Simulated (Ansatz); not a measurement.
H₄OSSn, SMILES `[OH][SnH2][SH]` at its PBE0-D4/def2-TZVP geometry, where that method's forces vanish. The species carries charge 0 and has multiplicity 1. Sn takes the def2 core potential.

| atom | x (Å) | y (Å) | z (Å) |
| --- | --- | --- | --- |
| O1 | -1.200 | -0.610 | -1.091 |
| Sn2 | -0.373 | 0.274 | 0.456 |
| S3 | 1.993 | 0.400 | 0.085 |
| H4 | -0.881 | -0.265 | -1.928 |
| H5 | -0.913 | 1.886 | 0.573 |
| H6 | -0.781 | -0.752 | 1.746 |
| H7 | 2.155 | -0.932 | 0.160 |

**Question.** For each bond, give half the difference of the two atoms' forces along it (eV/Å; positive pushes the atoms apart) under PBE-D4, r2SCAN-D4, B3LYP-D4, ωB97M-V in def2-TZVPP. (Estimate.)

**Answer.** The calculation gave: 
```csv
bond,length (Å),PBE-D4,r2SCAN-D4,B3LYP-D4,ωB97M-V
O1–Sn2,1.964,0.36,0.12,0.26,0.06
O1–H4,0.960,0.39,0.04,-0.03,-0.06
Sn2–S3,2.398,0.13,0.06,0.20,-0.02
Sn2–H5,1.704,0.03,-0.03,-0.05,-0.09
Sn2–H6,1.698,0.05,-0.02,-0.04,-0.09
S3–H7,1.344,0.25,0.01,-0.02,-0.09
```

B3LYP here is the variant with VWN-RPA as its local correlation; programs differ in this.

Results of the Gaussian-basis code of Ansatz.
